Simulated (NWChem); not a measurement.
System: SiHCl, singlet; SMILES [SiH]Cl

```xyz
3

Si    -0.1084    -1.1138     0.0000
H      1.4108    -1.3140     0.0000
Cl    -0.0105     0.9944     0.0000
```
Atoms are numbered in this order, from 1.

Low-valent species are run as closed-shell singlets; no triplet was tried in these runs. Coordinates come from a B3LYP/6-31G* (spherical d) optimisation.

 Unshifted, non-relativistic core excitations; the lowest 4 roots alone, so stronger bands may lie above.

List the first Cl K-edge excitations from PBE/def2-TZVP, restricted-window TDA (NWChem).


```
state  energy (eV)  dipole oscillator strength           leading excitation (squared amplitude)
-----  -----------  --------------------------  -----------------------------------------------
S1          2735.4                      0.0012    1s of atom 3 or its equivalents → LUMO (1.00)
S2          2738.2                      0.0015  1s of atom 3 or its equivalents → LUMO+1 (1.00)
S3          2739.7                      0.0005  1s of atom 3 or its equivalents → LUMO+2 (1.00)
S4          2742.4                      0.0003  1s of atom 3 or its equivalents → LUMO+3 (1.00)
```
